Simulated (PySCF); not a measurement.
**Trend along group 14: MBr molecules**

CCSD(T) with triple-zeta basis sets in PySCF, for the lowest determinant that a PBE0 search found; no spin–orbit coupling. De refers to high-spin ground-configuration atoms.

| M | basis | reference, frozen orbitals | state (unpaired electrons) | Re (Å) | ωe (cm⁻¹) | De (eV) |
| --- | --- | --- | --- | --- | --- | --- |
| C | def2-TZVPP | UHF, 10 | doublet (π ↑) | 1.824 | 734 | 3.41 |
| Si | def2-TZVPP | UHF, 14 | doublet (π ↑) | 2.235 | 424 | 3.69 |
| Ge | def2-TZVPP | UHF, 18 | doublet (π ↑) | 2.325 | 301 | 3.50 |
| Sn | def2-TZVPP | UHF, 13 | doublet (π ↑) | 2.516 | 246 | 3.37 |
| Pb | def2-TZVPP | UHF, 13 | doublet (π ↑) | 2.614 | 213 | 3.27 |

The shortest bond is that of CBr (1.824 Å), the longest that of PbBr (2.614 Å).

Down a group the atoms grow and get heavier, so bonds lengthen and wavenumbers fall; this series shows no clear exception.

Correlated steps freeze the inner cores (10 to 18 orbitals); shallow outer-core shells are correlated. Spin–orbit coupling is left out, which matters for elements this heavy, above all for dissociation energies. States were picked by a PBE0 search and need not be the measured ground states.
